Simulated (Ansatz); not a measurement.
Reaction (redistribution): `CN[SiH2]OC` + `NBO[SiH3]` → `CO[SiH2]O[SiH3]` + `CNBN`

Calculated with Ansatz (gas phase, PBE0-D4/def2-TZVP geometries, no zero-point term in ΔE). CCSD(T)/CBS is the MP2 limit (def2-TZVPP, def2-QZVPP) plus CCSD(T) − MP2 in def2-TZVPP, frozen cores. Functionals use def2-TZVPP. Each species was taken in one conformer, which may not be the lowest.

Question: Is it downhill or uphill in electronic energy at CCSD(T)/CBS, and by how much? (Estimate.)

Answer: Ansatz gave: Downhill: ΔE = -0.39 eV.

Question: What do these levels give: r2SCAN-D4, ωB97M-V, CCSD/def2-TZVPP, SCS-MP2/def2-QZVPP, MP2/CBS(def2), CCSD/CBS(def2)? (Best estimate.)

Answer: Computed: r2SCAN-D4 -0.39, ωB97M-V -0.37, CCSD/def2-TZVPP -0.39, SCS-MP2/def2-QZVPP -0.41, MP2/CBS(def2) -0.40, CCSD/CBS(def2) -0.41 eV.

Largest T1 diagnostic among the species: 0.012.

In def2-TZVPP, CCSD(T) changes the Hartree–Fock value by +0.06 eV (the triples alone add +0.01 eV) and MP2 by +0.05 eV.
